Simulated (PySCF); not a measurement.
HfH4, SMILES [HfH4], multiplicity 1.

Geometry optimised at B3LYP-D3(BJ)/def2-TZVPD. The spin state was assumed, not searched. The def2 effective core potentials stand for the cores of Hf; spin–orbit coupling is left out.

Two levels are set side by side: PBE/def2-TZVPD (PySCF) and B3LYP/def2-TZVPD (PySCF). Same geometry, gas phase. Differences are taken from unrounded values.

| quantity | B3LYP |
|---|---|
| orbital gap (eV) | 5.92 |
| highest occupied level (eV) | -8.26 |
| lowest empty level (eV) | -2.34 |
| mean polarisability (bohr³) | 50.6 |

### Question
What does PBE give, and how far is it from B3LYP? (Estimate from the structure and the level; the computed values follow.)

### Answer

```csv
quantity,PBE,PBE minus B3LYP
orbital gap (eV),4.04,-1.88
highest occupied level (eV),-7.12,1.14
lowest empty level (eV),-3.08,-0.74
mean polarisability (bohr³),52.7,2.1
```

PBE's occupied levels lie high since its potential decays too fast outside the molecule; exact exchange lowers them and widens the gap. Loosely held outer electrons make PBE densities more polarisable. Differences between two approximate levels are no errors against the true value.

Rough cost on one machine, each run with all the roots and properties that it gave: B3LYP against PBE within a factor of 2.
